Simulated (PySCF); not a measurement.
An unknown is described by computed data only.

Elements present: B, C, H and P. Monoisotopic mass: 126.0770 u.

| Property | Result |
| --- | --- |
| 13C NMR | chemical shifts (computed TMS as zero) by class: 103.9 (1 C), 69.8 (1 C), 31.4 (2 C), 26.4 (1 C), 7.6 (1 C) ppm [GIAO KT3/pcSseg-1] |
| 1H NMR | chemical shifts (computed TMS as zero) by class: 2.85 (1 H), 2.34 (1 H), 2.30 (2 H), 2.21 (3 H), 2.02 (2 H), 1.13 (3 H) ppm [GIAO KT3/pcSseg-1] |
| UV, strongest line | among the 10 lowest singlet transitions: S9 at 7.46 eV (166 nm, f = 0.299) [TDDFT CAM-B3LYP/def2-SVPD] |
| Rotational structure | rotational constants A, B, C: 2.483, 1.079, 0.880 GHz [PBE0-D3(BJ)/def2-SVP] |
| Valence photoelectron | vertical ionisation energy: 9.42 eV [ΔSCF CAM-B3LYP/def2-SVPD] |
| Triplet | lowest triplet excitation (Tamm–Dancoff): 4.87 eV [TDA CAM-B3LYP/def2-SVPD] |
| NMR, other nuclei | isotropic shieldings of nuclei other than C and H, by class: 141 (1 B), 308 (1 P) ppm [GIAO KT3/pcSseg-1] |
| Polarisability | 114.7 au [CAM-B3LYP/def2-SVPD] |

Gas-phase values; electronic properties from PySCF, density fitting. Levels stand in brackets. Isolated species at its PBE0-D3(BJ)/def2-SVP geometry (one conformer only). NMR values are class means; diastereotopic atoms form classes of their own.

Problem. Which formula fits the mass and the elements?

Solution. C6H12BP (calculated 126.0770). No other formula that holds each of these elements comes within 0.0003 u with a fitting electron parity and a possible valence count.

Problem. Propose a structure and show how it fits.

Solution. Numbering: `[BH3-:1][P+:2]1([C:3]#[C:4][CH3:5])[CH2:6][CH2:7][CH2:8]1`. 6 carbons fall into 5 classes; from least to most shielded: alkyne carbon [C4] (103.9 ppm), alkyne carbon [C3] (69.8 ppm), ring sp3 carbon bound to phosphorus [C6/C8] (31.4 ppm, 2 C), four-membered-ring carbon [C7] (26.4 ppm), propargylic carbon [C5] (7.6 ppm). Hydrogen classes from least to most shielded: 1 H on a four-membered-ring carbon, C7 (2.85 ppm), 1 H on a four-membered-ring carbon, C7 (2.34 ppm), 2 H on 2 like atoms (sp3 carbon bound to phosphorus), C6/C8 (2.30 ppm), 3 H on a propargylic carbon, C5 (2.21 ppm), 2 H on 2 like atoms (sp3 carbon bound to phosphorus), C6/C8 (2.02 ppm), 3 H on a four-coordinate boron, B1 (1.13 ppm). The other shieldings belong to: 141 ppm, four-coordinate boron [B1]; 308 ppm, phosphorus bonded to B and 3 C [P2]. The first electron is taken from the HOMO, whose largest Löwdin shares are 0.18 on the four-coordinate boron, 0.17 on an alkyne carbon, 0.16 on an alkyne carbon and 0.16 on the phosphorus bonded to B and 3 C. By its constants the optimised geometry is an asymmetric top. Structure: `[BH3-][P+]1(C#CC)CCC1`. Computed isomers that give other values at the same levels: `[BH3-][P+]1(C)C=CCC=C1` (vertical ionisation energy: 9.22 eV). The assignments are read from this structure; whether some other isomer fits the data as well wasn't checked.
